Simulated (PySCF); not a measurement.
Computed vibrations of [La(NH3)2]3+

[La(NH3)2]3+ (singlet). PySCF 2.14.0, RKS PBE0, La lcecp-1-SVP with ECP46, N def2-SVP, H def2-SVP; non-relativistic Hamiltonian with scalar-relativistic core potentials where named; density fitting; no spin-orbit coupling. Central differences of gradients.

```xyz
9

La    0.2760    0.0507   -0.0001
N    -1.0840   -0.1956    2.1058
H    -0.6210    0.1556    2.9679
H    -1.9988    0.2957    2.1248
H    -1.3429   -1.1666    2.3708
N    -1.0834   -0.2024   -2.1053
H    -0.5943   -0.6835   -2.8864
H    -1.9689   -0.7394   -2.0270
H    -1.3949    0.6840   -2.5499
```

Run from Python with OMP_NUM_THREADS=2. Where DIIS fails, smearing, a level shift and second-order steps follow.
It took 2.8 min on 2 threads of Arm Neoverse V1, on a shared host.

Task: What are the harmonic wavenumbers and infrared intensities?

Result: Negative numbers are unstable modes, those under 60 cm⁻¹ near the noise; a finer grid moves soft modes by up to 10 cm⁻¹.
```json
{"cm⁻¹": "-28", "km/mol": "–", "symmetry": ""}
{"cm⁻¹": "-3", "km/mol": "–", "symmetry": ""}
{"cm⁻¹": "70", "km/mol": "4.8", "symmetry": ""}
{"cm⁻¹": "355", "km/mol": "3.9", "symmetry": ""}
{"cm⁻¹": "362", "km/mol": "20.5", "symmetry": ""}
{"cm⁻¹": "661", "km/mol": "15.4", "symmetry": ""}
{"cm⁻¹": "663", "km/mol": "30.3", "symmetry": ""}
{"cm⁻¹": "673", "km/mol": "126.9", "symmetry": ""}
{"cm⁻¹": "689", "km/mol": "88.1", "symmetry": ""}
{"cm⁻¹": "1417", "km/mol": "164.7", "symmetry": ""}
{"cm⁻¹": "1419", "km/mol": "70.6", "symmetry": ""}
{"cm⁻¹": "1597", "km/mol": "86.5", "symmetry": ""}
{"cm⁻¹": "1598", "km/mol": "79.5", "symmetry": ""}
{"cm⁻¹": "1600", "km/mol": "53.3", "symmetry": ""}
{"cm⁻¹": "1601", "km/mol": "13.9", "symmetry": ""}
{"cm⁻¹": "3321", "km/mol": "485.6", "symmetry": ""}
{"cm⁻¹": "3329", "km/mol": "100.9", "symmetry": ""}
{"cm⁻¹": "3390", "km/mol": "166.6", "symmetry": ""}
{"cm⁻¹": "3391", "km/mol": "174.1", "symmetry": ""}
{"cm⁻¹": "3399", "km/mol": "207.8", "symmetry": ""}
{"cm⁻¹": "3399", "km/mol": "187.2", "symmetry": ""}
```

Task: Is this a minimum?

Result: Probably not: 1 unstable, though so soft as to be near the noise (and 1 more above −25 cm⁻¹, within the noise); the lowest moves the atoms so:
```
La   0.00 -0.01  0.00
N    0.00  0.04  0.00
H   -0.06  0.19 -0.03
H   -0.07 -0.07 -0.06
H    0.12  0.04  0.10
N    0.00  0.03 -0.01
H    0.20  0.52 -0.19
H    0.27 -0.43 -0.13
H   -0.46  0.02  0.30
```
